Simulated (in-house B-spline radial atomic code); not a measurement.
Ga²⁺. Computed with a B-spline radial atomic code. Model: all-electron spherical atom, spin shells full or empty, radial basis limit, no spin-orbit coupling, Breit or QED, empty-state partial waves extrapolated as (l+1/2)^-4, RPA, G0W0 and static COHSEX of the highest shell as one setting changes (uncorrelated shells keep exact exchange).

Given: element Ga; charge 2; filled core Ar; hamiltonian one-electron scalar X2C; mean-field start PBE0; highest l of empty states 9; nuclear rms radius 3.9973 fm; highest mean-field shell 4s up.

Shell: 3d 5 5, 4s 1 0 (electrons up and down).

| natural log step of frequency grid | RPA correlation energy (hartree) | G0W0 level (eV) | G0W0 minus most complete (meV) | RPA minus most complete (millihartree) | linearised minus solved G0W0 (meV) |
| --- | --- | --- | --- | --- | --- |
| 0.25 | -2.1636 | -31.454 | 0 | 0 | 6.6 |
| 0.4 | -2.1636 | -31.454 | 0 | 0 | 6.6 |
| 0.6 | -2.1636 | -31.454 | 0 | 0 | 6.6 |
| 0.9 | -2.1636 | -31.454 | -0.2 | 0 | 6.6 |
| 1.3 | -2.1632 | -31.453 | 0.9 | 0.4 | 7.9 |
| 1.8 | ? | ? | ? | ? | ? |
| 2.5 | ? | ? | ? | ? | ? |
| 3.5 | -2.0766 | -31.283 | 170.9 | 87 | 20.5 |

What follows for natural log step of frequency grid = 2.5?

RPA correlation energy -2.1095 hartree; G0W0 level -31.413 eV; G0W0 minus most complete 40.6 meV; RPA minus most complete 54.1 millihartree; linearised minus solved G0W0 4.8 meV.

What follows for natural log step of frequency grid = 1.8?

RPA correlation energy -2.167 hartree; G0W0 level -31.448 eV; G0W0 minus most complete 5.4 meV; RPA minus most complete -3.4 millihartree; linearised minus solved G0W0 5.7 meV.
